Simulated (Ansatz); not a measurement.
Basis sets compared for ZrTe₂⁺. Total charge 1; doublet. Geometry r2SCAN-D4/def2-TZVP. Ansatz on 4 threads of Arm Neoverse V1 on a shared host; times are rough, and most runs start from earlier orbitals.

```xyz
3

Zr    0.308    1.250   -0.798
Te   -1.494   -0.272    0.435
Te    1.186   -0.978    0.363
```

In the def2 sets Te, Zr take a core potential; there is no spin–orbit coupling. At PBE0-D4/def2-SVP, PBE0-D4/def2-TZVP the charge 1 doublet is spin-contaminated (final ⟨S²⟩ up to 0.83, 0.75 for a pure state). The structure comes from a short search, and lower isomers may exist.

| level | functions | energy (Eh) | HOMO (eV) | LUMO (eV) | wall time |
| --- | --- | --- | --- | --- | --- |
| PBE-D4/def2-SVP | 83 | -582.8730 | -9.08 | -8.44 | 1.8 s |
| PBE0-D4/def2-SVP | 83 | -582.8743 | -10.37 | -7.53 | 3.5 s |

Task: Estimate the rows for PBE-D4/def2-TZVP (with forces), PBE0-D4/def2-TZVP.

Result: 
```json
{"level": "PBE-D4/def2-TZVP (with forces)", "functions": "140", "energy (Eh)": "-582.9078", "HOMO (eV)": "-9.04", "LUMO (eV)": "-8.40", "wall time": "3.4 s"}
{"level": "PBE0-D4/def2-TZVP", "functions": "140", "energy (Eh)": "-582.9089", "HOMO (eV)": "-10.31", "LUMO (eV)": "-7.48", "wall time": "6.5 s"}
```
